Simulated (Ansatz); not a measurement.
CH5Bi (SMILES [CH3][BiH2]) moved off its minimum; all values from Ansatz (an electronic-structure program), cores frozen in correlated methods. Elements past Kr take the def2 small-core potentials, without spin–orbit coupling.
(charge 0, multiplicity 1)
```xyz
7

Bi    -0.07084    -0.16771     0.16302
H      0.11040    -1.50962    -1.09357
H     -1.68065     0.40843    -0.57635
C      1.15221     1.36200    -1.12062
H      0.99662     2.32725    -0.69300
H      0.85047     1.33416    -2.16560
H      2.18081     1.01382    -0.79917
```

Forces at wB97M-V/def2-TZVPP (eV/Å):

```
atom      Fx      Fy      Fz
----  ------  ------  ------
Bi1   -0.477   0.448  -1.422
H2    -0.109   0.578   0.485
H3     0.728  -0.388   0.377
C4     0.552  -1.604   1.369
H5    -0.212   0.639   0.228
H6     0.507  -0.218   0.167
H7    -0.988   0.545  -1.204
```

### Question
Give the forces (eV/Å), the total energy and the dipole at CCSD(T)/def2-TZVPPD.

### Answer

| atom | Fx | Fy | Fz |
|---|---|---|---|
| Bi1 | -0.457 | 0.309 | -0.865 |
| H2 | -0.082 | 0.377 | 0.279 |
| H3 | 0.486 | -0.297 | 0.250 |
| C4 | 0.700 | -1.392 | 1.181 |
| H5 | -0.236 | 0.729 | 0.274 |
| H6 | 0.492 | -0.231 | 0.072 |
| H7 | -0.901 | 0.505 | -1.190 |
Energy -254.6689 hartree, dipole 1.11 D.
